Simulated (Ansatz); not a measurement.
`BOC[SiH2]C` + `C[SeH]` → `C[SiH2][Se]C` + `BOC` at 500 K and 1 bar (ligand exchange at the Si–C bond).

Computed with Ansatz on PBE0-D4/def2-TZVP structures; ΔE is electronic, products minus reactants. CCSD(T)/CBS is the MP2 limit (def2-TZVPP, def2-QZVPP) plus CCSD(T) − MP2 in def2-TZVPP, frozen cores. For Se outer-core shells are correlated without core-valence functions, which leaves a few kJ/mol of doubt a bond. Scalar relativity is left out up to krypton. One conformer a species, not always the lowest.

```
       species  CCSD(T)/CBS energy (Eh)  H − E (kJ/mol)  S (J/(mol·K))
  `BOC[SiH2]C`               -470.59670           336.2          437.9
      `C[SeH]`              -2441.15625           142.1          299.3
`C[SiH2][Se]C`              -2770.73796           290.9          433.7
         `BOC`               -141.04597           196.3          305.9
```

H − E and S are ideal-gas, rigid-rotor, harmonic terms from PBE0-D4/def2-TZVP, for one conformer and one mirror image of each species. 1 Eh = 2625.50 kJ/mol, R = 8.31446 J/(mol·K).

Question: By hand: ΔE, ΔH, ΔS and ΔG.

Answer: ΔE = (-2770.73796) + (-141.04597) − (-470.59670) − (-2441.15625) = -0.03098 Eh = -81.3 kJ/mol. Δ(H − E) = 290.9 + 196.3 − 336.2 − 142.1 = 8.9, so ΔH = -72.4 kJ/mol. ΔS = 433.7 + 305.9 − 437.9 − 299.3 = 2.4 J/(mol·K). ΔG = -72.4 − 500 × (2.4)/1000 = -73.6 kJ/mol.

Question: By hand: the equilibrium constant, and the temperature at which ΔG would vanish if ΔH and ΔS stayed fixed.

Answer: log₁₀ K = −ΔG/(RT ln 10) = 7.7. ΔH and −TΔS have one sign here, so there is no such temperature. One of them is within its doubt of zero, so this could turn.

The number of gas molecules stays the same, so ΔS is small and ΔH decides. A doubt of 5 kJ/mol in ΔE shifts log₁₀ K by 0.5 here. Other conformers and mirror images would add mixing entropy, several J/(mol·K) or more a flexible species. Modes under 60 cm⁻¹, often nearly free rotors, make the harmonic entropy too high. These are equilibria of isolated gas molecules and say nothing of rates. Largest T1 diagnostic: 0.014 (customary marks: 0.02 for closed shells, 0.045 for open ones).
